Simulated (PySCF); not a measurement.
C₇H₄Cl₃FO₂.
Atom-mapped SMILES: `[O:1]=[C:2]1[CH2:3][C:4](=[O:5])[C:6]([C:7]([Cl:8])([Cl:9])[Cl:10])=[C:11]1[CH2:12][F:13]` (hydrogens: H14, H15 on C3; H16, H17 on C12)

Computed with PBE0-D3(BJ)/def2-SVP geometry optimisation, gas phase (PySCF).

(1) What internal coordinates does the optimisation give?

Answers

(1) 
```
                   bond  length (Å)
                  O1=C2       1.204
                  C2–C3       1.505
                  C3–C4       1.511
                  C4=O5       1.199
                  C4–C6       1.516
                  C6–C7       1.503
C7–Cl8, C7–Cl9, C7–Cl10       1.779
                 C6=C11       1.354
                C11–C12       1.498
                C12–F13       1.368
                 C2–C11       1.503
         C3–H14, C3–H15       1.101
       C12–H16, C12–H17       1.101
```

Bonds in one row agree within 0.01 Å and their mean is given. A selection of angles:
```
      angle  degrees
   O1–C2–C3    127.4
  O1–C2–C11    124.0
  C3–C2–C11    108.6
   C2–C3–C4    104.2
  C2–C3–H14    111.4
  C4–C3–H14    111.4
 H14–C3–H15    107.1
   C3–C4–O5    126.6
   C3–C4–C6    107.4
   O5–C4–C6    125.9
   C4–C6–C7    118.7
  C4–C6–C11    110.2
  C7–C6–C11    131.1
  C6–C7–Cl8    114.1
  C6–C7–Cl9    107.9
 Cl8–C7–Cl9    107.7
Cl8–C7–Cl10    108.7
 C6–C11–C12    132.7
  C2–C11–C6    109.5
 C2–C11–C12    117.7
C11–C12–F13    110.9
C11–C12–H16    107.5
C11–C12–H17    110.6
F13–C12–H16    109.0
H16–C12–H17    109.4
```

Dihedral angles: O1–C2–C3–C4 -179° (antiperiplanar); C2–C3–C4–O5 177° (antiperiplanar); C3–C4–C6–C7 -178° (antiperiplanar); C4–C6–C7–Cl8 176° (antiperiplanar); C4–C6–C11–C12 175° (antiperiplanar); C6–C11–C12–F13 -62° (synclinal); O1–C2–C11–C6 -179° (antiperiplanar). The mirror-image conformer, all signs reversed, is as good.

The 5-membered ring C2–C3–C4–C6–C11 has internal angles of 104.2° to 110.2°; it is almost planar, 0.01 Å rms from its mean plane, widest ring torsion 3°. Of the pairs four or more bonds apart, O1···H16 is among the closest relative to their van der Waals radii: 2.37 Å, 87 % of the sum of Bondi's values. The C–C distances run from 1.354 Å (C6=C11, drawn double) to 1.516 Å (C4–C6, drawn single), a spread of 0.162 Å.

Point group: C1 (no symmetry element, even within 0.4 Å). PBE0-D3(BJ)/def2-SVP frequencies: not computed here. One conformer, not necessarily the lowest.

Time: 6.6 min wall, 15 min CPU; peak memory 1.3 GiB. Hardware: Intel Xeon Platinum 8488C, 2 threads (shared host). That covers the optimisation of the geometry.
